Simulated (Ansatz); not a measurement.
Coupled-cluster diagnostics for Li₆Si, Ansatz.

Geometry of the singlet (B3LYP-D4/def2-TZVP):

```
atom   x (Å)   y (Å)   z (Å)
 Li1  -1.272   1.386   0.387
 Li2   1.252   1.211  -0.821
 Li3  -1.140   1.988  -2.675
 Li4   2.070  -1.868   0.813
 Li5  -0.555  -0.929  -1.002
 Li6  -0.866  -1.657   2.217
 Si7   0.512  -0.130   1.081
```

Correlated methods freeze 5 core orbitals; core or outer-core shells of Li are correlated, in sets that lack core-valence functions. In CCSD on the charge -1 doublet the largest single amplitude is 0.24, so its Hartree–Fock determinant may place the open shell otherwise than the density functionals do. The structure comes from a short search, and lower isomers may exist.

(1) Estimate the CCSD(T) correlation energy, the shares of MP2 and (T), T1 and the reference's ⟨S²⟩ for: charge 0, singlet, own geometry in def2-TZVPP; charge 0, singlet, own geometry in def2-TZVPD; charge 1, doublet, vertical in def2-TZVPP; charge -1, doublet, vertical in def2-TZVPD; and the rough time on 4 threads of Arm Neoverse V2 on a shared host.

Answers

(1) 
| state | basis | correlation (eV) | MP2 share (%) | (T) share (%) | T1 | ⟨S²⟩ (pure) | wall time | remarks |
| --- | --- | --- | --- | --- | --- | --- | --- | --- |
| charge 0, singlet, own geometry | def2-TZVPP | -12.678 | 86.4 | 4.5 | 0.014 | 0.00 (0.00) | 12 s | restricted SCF unstable |
| charge 0, singlet, own geometry | def2-TZVPD | -12.345 | 86.1 | 4.3 | 0.014 | 0.00 (0.00) | 9.5 s | restricted SCF unstable |
| charge 1, doublet, vertical | def2-TZVPP | -11.540 | 83.3 | 3.7 | 0.056 | 1.10 (0.75) | 47 s | large T1 (0.056), spin-contaminated (⟨S²⟩ 1.10) |
| charge -1, doublet, vertical | def2-TZVPD | -12.517 | 81.7 | 4.9 | 0.097 | 1.71 (0.75) | 52 s | large T1 (0.097), spin-contaminated (⟨S²⟩ 1.71) |
Customary marks for T1 are 0.02 (closed shells), 0.045 (open shells) and about 0.05 (3d metals). T1 exceeds 0.02 in 2 of 4 rows and 0.045 in 2; the higher it lies, the less the single-reference result can be trusted.
